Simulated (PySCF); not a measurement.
NICS in isomers of C6H6F3P.

NICS is the negative of the GIAO shielding at a point without a nucleus: at the ring centre (0) and 1 Å above and below it (1); zz is the component along the ring normal. Level: GIAO PBE0/pcSseg-1 (PySCF, non-relativistic, gas phase) on the GFN2-xTB geometries, one conformer each. Atom numbers follow the mapped SMILES.

Problem. Order these rings by mean NICS(1)zz, lowest (most negative) first (ppm).
A. ring P5–C6–C7–C8–C9–C10 in `[F:1][C:2]([F:3])([F:4])[P:5]1[CH:6]=[CH:7][CH2:8][CH:9]=[CH:10]1`
B. ring C3–C4–P6 in `[CH2:1]=[CH:2][C:3]1=[C:4]([CH3:5])[P:6]1[C:7]([F:8])([F:9])[F:10]`
C. ring C2–C3–P5 in `[CH3:1][C:2]1=[C:3]([CH3:4])[P:5]1[C:6]([F:7])=[C:8]([F:9])[F:10]`
D. ring C3–C4–P9 in `[CH2:1]=[CH:2][C:3]1=[C:4]([C:5]([F:6])([F:7])[F:8])[P:9]1[CH3:10]`
E. ring P2–C3–C4–C5–C6 in `[CH3:1][p:2]1[cH:3][cH:4][cH:5][c:6]1[C:7]([F:8])([F:9])[F:10]`

Solution. B (-21.4), C (-20.1), D (-14.9), E (-12.0), A (-1.6).

```json
{"SMILES": "C=CC1=C(C)P1C(F)(F)F", "ring": "3-membered ring with P; formal bonds 1 double, 2 single", "NICS(0)": "-29.6", "NICS(1)": "-9.8", "NICS(1)zz": "-21.4", "HOMA": "-0.95", "rms pucker (Å)": "0.00", "ring atoms with four or more neighbours": "0"}
{"SMILES": "CC1=C(C)P1C(F)=C(F)F", "ring": "3-membered ring with P; formal bonds 1 double, 2 single", "NICS(0)": "-28.9", "NICS(1)": "-9.5", "NICS(1)zz": "-20.1", "HOMA": "-1.28", "rms pucker (Å)": "0.00", "ring atoms with four or more neighbours": "0"}
{"SMILES": "C=CC1=C(C(F)(F)F)P1C", "ring": "3-membered ring with P; formal bonds 1 double, 2 single", "NICS(0)": "-25.6", "NICS(1)": "-7.1", "NICS(1)zz": "-14.9", "HOMA": "-1.03", "rms pucker (Å)": "0.00", "ring atoms with four or more neighbours": "0"}
{"SMILES": "Cp1cccc1C(F)(F)F", "ring": "5-membered ring with P; bonds drawn aromatic by RDKit's count", "NICS(0)": "-4.9", "NICS(1)": "-6.3", "NICS(1)zz": "-12.0", "HOMA": "0.14", "rms pucker (Å)": "0.05", "ring atoms with four or more neighbours": "0"}
{"SMILES": "FC(F)(F)P1C=CCC=C1", "ring": "6-membered ring with P; formal bonds 2 double, 4 single", "NICS(0)": "-1.3", "NICS(1)": "-2.8", "NICS(1)zz": "-1.6", "HOMA": "–", "rms pucker (Å)": "0.20", "ring atoms with four or more neighbours": "1"}
```

NICS(0) gives the same order. The isotropic NICS(1) gives the same order. Over the 4 rings with a HOMA value its correlation coefficient with NICS(1)zz is 0.76. HOMA uses Krygowski's 1993 parameters; it is left out where a ring has a four-coordinate atom, a triple bond, no multiple bond or a kind of bond without parameters. NICS(1) and NICS(1)zz are means over the two faces.
